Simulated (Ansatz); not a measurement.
A structure relaxed at PBE0-D4/def2-TZVP, charge 0, multiplicity 1:

```xyz
4

F     0.894    1.105    1.165
Sc    0.000    0.000    0.000
F     0.089    0.309   -1.809
F    -0.982   -1.413    0.644
```

Q: Give its formula and SMILES.

A: F3Sc, `[F][Sc]([F])[F]`.

Q: Point group (tolerance 0.08 Å, 0.16 Å for H)?

A: D3h.

Q: Summarise the bond lengths by kind.

A: 3 × F–Sc 1.838 Å.

Results of the Gaussian-basis code of Ansatz.
